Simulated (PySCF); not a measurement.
Input for PySCF:
```python
from pyscf import gto, scf, dft

mol = gto.Mole()
mol.atom = '''
    Ge    0.000000   -0.000000    0.000000
    H    -0.590070   -0.864825   -1.049661
    H     0.555123   -0.846366    1.083234
    H    -1.048727    0.888596    0.555392
    H     1.083674    0.822595   -0.588965
'''
mol.basis = 'sto-3g'
mol.charge = 0
mol.spin = 0
mol.verbose = 4
mol.build()

mf = dft.RKS(mol)
mf.xc = 'b3lyp'
mf.kernel()
```

Problem. What nuclear repulsion energy does PySCF with B3LYP/STO-3G give?

Solution. 47.0001 Eh

Problem. Predict the HOMO-LUMO gap from B3LYP/STO-3G.

Solution. 14.80 eV

Problem. What Mulliken (on the basis functions themselves) charges in atom order does B3LYP/STO-3G give?

Solution. Ge1 0.34, H2 -0.09, H3 -0.09, H4 -0.09, H5 -0.09

Problem. Give the total energy at the level B3LYP/STO-3G.

Solution. -2055.457930 Ha

Problem. Predict the number of basis functions from B3LYP/STO-3G.

Solution. 22

Problem. Predict the dipole moment from B3LYP/STO-3G.

Solution. 0.00 D
